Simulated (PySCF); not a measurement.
Compound: PSbSbSb tetrahedron, Sb3P.
Bonds: P1–Sb2, P1–Sb3, P1–Sb4, Sb2–Sb3, Sb2–Sb4, Sb3–Sb4.

Computed, not measured: PBE0-D3(BJ)/def2-SVP geometry optimisation, gas phase, def2 core potentials past Kr (PySCF).

(1) List the bond lengths and angles at this level.

## Answers

(1) 
```tsv
bond	length (Å)
P1–Sb2, P1–Sb3, P1–Sb4	2.557
Sb2–Sb3, Sb2–Sb4, Sb3–Sb4	2.809
```

Bonds in one row agree within 0.01 Å and their mean is given. A selection of angles:
```tsv
angle	degrees
Sb2–P1–Sb3	66.7
P1–Sb2–Sb3	56.7
Sb3–Sb2–Sb4	60.0
```

P1 (phosphorus bonded to 3 Sb) is pyramidal (angles 66.7°, 66.6° and 66.6°, sum 199.9°, 1.98 Å off the plane of its three neighbours). All 3 P–Sb bonds measure 2.556 to 2.557 Å. Sb2 (antimony bonded to P and 2 Sb) is pyramidal (angles 60.0°, 56.7° and 56.7°, sum 173.4°, 2.25 Å off the plane of its three neighbours). All 3 Sb–Sb bonds measure 2.808 to 2.810 Å.

Point group: C3v (tolerance 0.08 Å). No PBE0-D3(BJ)/def2-SVP frequencies stand behind this structure, so it isn't proved a minimum. One conformer, not necessarily the lowest.

The run took 25 s on an Arm Neoverse V2 with one thread, shared host with 32 logical CPUs at a one-minute load of 18, and the process peaked at 0.40 GiB of memory. That covers the optimisation of the geometry.
